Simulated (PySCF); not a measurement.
Sn(H)3(SiH3) (H6SiSn), SMILES [SiH3][SnH3]. Atoms are numbered in the order given.

```xyz
8

Sn     0.0000     0.0000    -0.6210
Si     0.0000     0.0000     1.9542
H     -1.3857    -0.8000    -1.2333
H      1.3857    -0.8000    -1.2333
H      0.0000     1.6001    -1.2333
H     -1.2055     0.6960     2.4630
H      1.2055     0.6960     2.4630
H      0.0000    -1.3920     2.4630
```

Coordinates come from a B3LYP-D3(BJ)/def2-TZVP optimisation. The def2 effective core potentials stand for the cores of Sn; spin–orbit coupling is left out.

Level of theory: CAM-B3LYP/def2-TZVPD run with PySCF.

Gas-phase values at a fixed geometry.

### Question
Estimate the frontier levels, gap, dipole moment and polarisability. (An estimate is asked for; the answer gives what the named calculation found.)

### Answer

```json
{
  "highest_occupied_level": "-9.21 eV",
  "lowest_empty_level": "0.37 eV",
  "orbital_gap": "9.59 eV",
  "dipole_moment": "0.36 D",
  "quadrupole, principal values (traceless, Buckingham form, about the centre of nuclear charge)": "-0.61, 0.30, 0.30 D·Å",
  "mean_static_polarisability": "76.9 bohr³ (11.39 Å³)",
  "polarisability_principal_values": "68.4, 68.4, 93.9 bohr³"
}
```
